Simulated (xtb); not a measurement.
Job for xtb: GFN2-xTB on BAs+, 2S+1 = 4, a spin state set in the input, which need not be the lowest, a point of a bond scan (R = 2.155 Å). Charge +1.

```
$ xtb mol.xyz --gfn 2 --sp --chrg 1 --uhf 3
2

B      0.00000000     0.00000000     0.00000000
As     0.00000000     0.00000000     2.15454500
```

Program output:

```
[...]
           -------------------------------------------------
          |                Calculation Setup                |
           -------------------------------------------------



           -------------------------------------------------
          |                 G F N 2 - x T B                 |
           -------------------------------------------------

        Reference                      10.1021/acs.jctc.8b01176
      * Hamiltonian:
        H0-scaling (s, p, d)           1.850000    2.230000    2.230000
        zeta-weighting                 0.500000
      * Dispersion:
        s8                             2.700000
        a1                             0.520000
        a2                             5.000000
        s9                             5.000000
      * Repulsion:
        kExp                           1.500000    1.000000
        rExp                           1.000000
      * Coulomb:
        alpha                          2.000000
        third order                    shell-resolved
        anisotropic                    true
        a3                             3.000000
        a5                             4.000000
        cn-shift                       1.200000
        cn-exp                         4.000000
        max-rad                        5.000000


          ...................................................
          :                      SETUP                      :
          :.................................................:
          :  # basis functions                  14          :
          :  # atomic orbitals                  13          :
          :  # shells                            5          :
          :  # electrons                         7          :
          :  max. iterations                   250          :
          :  Hamiltonian                  GFN2-xTB          :
          :  restarted?                      false          :
          :  GBSA solvation                  false          :
          :  PC potential                    false          :
          :  electronic temp.          300.0000000     K    :
          :  accuracy                    1.0000000          :
          :  -> integral cutoff          0.2500000E+02      :
          :  -> integral neglect         0.1000000E-07      :
          :  -> SCF convergence          0.1000000E-05 Eh   :
          :  -> wf. convergence          0.1000000E-03 e    :
          :  Broyden damping             0.4000000          :
          :  net charge                          1          :
          :  unpaired electrons                  3          :
          ...................................................

 iter      E             dE          RMSdq      gap      omega  full diag
   1     -2.4683528 -0.246835E+01  0.354E+01    2.37       0.0  T
   2     -2.0573032  0.411050E+00  0.302E+01    1.43       1.0  T
   3     -2.0272677  0.300355E-01  0.163E+01    2.93       1.0  T
   4     -2.6420139 -0.614746E+00  0.101E+01    1.57       1.0  T
   5     -2.7932563 -0.151242E+00  0.779E+00    1.62       1.0  T
   6     -2.7961285 -0.287226E-02  0.678E+00    1.61       1.0  T
   7     -2.8626684 -0.665399E-01  0.384E+00    1.85       1.0  T
   8     -2.8737605 -0.110921E-01  0.275E+00    1.71       1.0  T
   9     -2.8858677 -0.121072E-01  0.466E-01    1.78       1.0  T
  10     -2.8863596 -0.491951E-03  0.180E-01    1.77       1.0  T
  11     -2.8864042 -0.445867E-04  0.928E-02    1.77       1.0  T
  12     -2.8864210 -0.167679E-04  0.234E-02    1.77       3.0  T
  13     -2.8864219 -0.928652E-06  0.312E-03    1.77      22.6  T
  14     -2.8864219 -0.125044E-08  0.386E-04    1.77     183.0  T
  15     -2.8864219  0.881339E-09  0.760E-04    1.77      93.0  T

   *** convergence criteria satisfied after 15 iterations ***

         #    Occupation            Energy/Eh            Energy/eV
      -------------------------------------------------------------
         1        2.0000           -0.9335596             -25.4034
         2        2.0000           -0.7172341             -19.5169
         3        1.0000           -0.6588609             -17.9285
         4        1.0000           -0.6588609             -17.9285
         5        1.0000           -0.6439881             -17.5238 (HOMO)
         6                         -0.5789932             -15.7552 (LUMO)
         7                         -0.5789932             -15.7552
         8                         -0.3830928             -10.4245
         9                         -0.2319547              -6.3118
        10                         -0.2319547              -6.3118
       ...                                ...                  ...
        13                          0.1609160               4.3787
      -------------------------------------------------------------
                  HL-Gap            0.0649949 Eh            1.7686 eV
             Fermi-level           -0.6501285 Eh          -17.6909 eV

 SCC (total)                   0 d,  0 h,  0 min,  0.004 sec
 SCC setup                      ...        0 min,  0.000 sec (  2.657%)
 Dispersion                     ...        0 min,  0.000 sec (  0.909%)
 classical contributions        ...        0 min,  0.000 sec (  0.554%)
 integral evaluation            ...        0 min,  0.000 sec ( 10.611%)
 iterations                     ...        0 min,  0.003 sec ( 73.069%)
 molecular gradient             ...        0 min,  0.000 sec (  9.335%)
 printout                       ...        0 min,  0.000 sec (  2.290%)

         :::::::::::::::::::::::::::::::::::::::::::::::::::::
         ::                     SUMMARY                     ::
         :::::::::::::::::::::::::::::::::::::::::::::::::::::
         :: total energy              -2.884958527847 Eh    ::
         :: gradient norm              0.083017291995 Eh/a0 ::
         :: HOMO-LUMO gap              1.768600792660 eV    ::
         ::.................................................::
         :: SCC energy                -2.886421902065 Eh    ::
         :: -> isotropic ES            0.132824527794 Eh    ::
         :: -> anisotropic ES         -0.002560603502 Eh    ::
         :: -> anisotropic XC          0.000249609721 Eh    ::
         :: -> dispersion             -0.000627328724 Eh    ::
         :: repulsion energy           0.001463374218 Eh    ::
         :: add. restraining           0.000000000000 Eh    ::
         :: total charge               1.000000000000 e     ::
         :::::::::::::::::::::::::::::::::::::::::::::::::::::

           -------------------------------------------------
          |                Property Printout                |
           -------------------------------------------------

    * Orbital Energies and Occupations

         #    Occupation            Energy/Eh            Energy/eV
      -------------------------------------------------------------
         1        2.0000           -0.9335596             -25.4034
         2        2.0000           -0.7172341             -19.5169
         3        1.0000           -0.6588609             -17.9285
         4        1.0000           -0.6588609             -17.9285
         5        1.0000           -0.6439881             -17.5238 (HOMO)
         6                         -0.5789932             -15.7552 (LUMO)
         7                         -0.5789932             -15.7552
         8                         -0.3830928             -10.4245
         9                         -0.2319547              -6.3118
        10                         -0.2319547              -6.3118
        11                         -0.1546340              -4.2078
        12                         -0.1546340              -4.2078
        13                          0.1609160               4.3787
Note: The following floating-point exceptions are signalling: IEEE_DENORMAL
normal termination of xtb
      -------------------------------------------------------------
                  HL-Gap            0.0649949 Eh            1.7686 eV
             Fermi-level           -0.6501285 Eh          -17.6909 eV

     #   Z          covCN         q      C6AA      α(0)
     1   5 B        0.916     0.393    49.261    14.765
     2  33 As       0.916     0.607   229.175    28.728

 Mol. C6AA /au·bohr⁶  :        490.066453
 Mol. C8AA /au·bohr⁸  :      31338.668152
 Mol. α(0) /au        :         43.492481


Wiberg/Mayer (AO) data.
largest (>0.10) Wiberg bond orders for each atom

 ---------------------------------------------------------------------------
     #   Z sym  total        # sym  WBO       # sym  WBO       # sym  WBO
 ---------------------------------------------------------------------------
     1   5 B    1.939 --     2 As   1.939
     2  33 As   1.939 --     1 B    1.939
 ---------------------------------------------------------------------------

Topologies differ in total number of bonds
Writing topology from bond orders to xtbtopo.mol

molecular dipole:
                 x           y           z       tot (Debye)
 q only:        0.000       0.000       2.470
   full:       -0.000       0.000       2.419       6.148
molecular quadrupole (traceless):
                xx          xy          yy          xz          yz          zz
 q only:       -5.028       0.000      -5.028       0.000       0.000      10.055
  q+dip:       -5.708       0.000      -5.708      -0.000       0.000      11.416
   full:       -3.910      -0.000      -3.910      -0.000       0.000       7.819


           -------------------------------------------------
          | TOTAL ENERGY               -2.884958527847 Eh   |
          | GRADIENT NORM               0.083017291995 Eh/α |
          | HOMO-LUMO GAP               1.768600792660 eV   |
           -------------------------------------------------

------------------------------------------------------------------------
------------------------------------------------------------------------
 total:
 SCF:
```

The run finished.

Cost: very roughly 0.07 core-seconds.
